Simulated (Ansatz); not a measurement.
`[F][AlH][CH2][GeH3]` + `C=C(O)[SiH3]` → `C=C([SiH3])[O][AlH][F]` + `[CH3][GeH3]`  (ligand exchange at the Al–C bond)

Program: Ansatz. Geometries: PBE0-D4/def2-TZVP. ΔE: electronic, gas phase. CCSD(T)/CBS adds triple-zeta CCSD(T) − MP2 to the extrapolated MP2 energy (def2 sets, frozen cores). DFT in def2-TZVPP. B3LYP here is the variant with VWN-RPA as its local correlation; programs differ in this. For Ge outer-core shells are correlated without core-valence functions, which leaves a few kJ/mol of doubt a bond. Scalar relativity is left out up to krypton. One conformer a species, not always the lowest.

```tsv
level	ΔE (kJ/mol)	difference from CCSD(T)/CBS
r2SCAN-D4	-126.2	-1.0
PBE0-D4	-119.5	5.7
ωB97M-V	-124.9	0.3
B2PLYP	-131.5	-6.3
PBE	-114.8	10.4
r2SCAN	-125.7	-0.5
B3LYP	-130.4	-5.2
MP2/def2-TZVPP	-129.4	-4.2
SCS-MP2/def2-TZVPP	-131.9	-6.7
CCSD/def2-TZVPP	-129.5	-4.3
HF/def2-QZVPP	-142.0	-16.8
MP2/def2-QZVPP	-128.6	-3.4
SCS-MP2/def2-QZVPP	-131.1	-5.9
HF/CBS(def2)	-142.1	-16.9
MP2/CBS(def2)	-127.5	-2.3
CCSD/CBS(def2)	-127.5	-2.3
CCSD(T)/CBS	-125.2	0
```

Largest T1 diagnostic among the species: 0.013.

From PBE to PBE0 (25 % exact exchange), in def2-TZVPP and without D4, ΔE moves by −3.4 kJ/mol. In def2-TZVPP, CCSD(T) changes the Hartree–Fock value by +13.9 kJ/mol (the triples alone add +2.3 kJ/mol) and MP2 by +11.6 kJ/mol.

CCSD(T)/CBS has its own doubt, a few kJ/mol and more with outer-core shells, so smaller differences from it don't rank the levels.
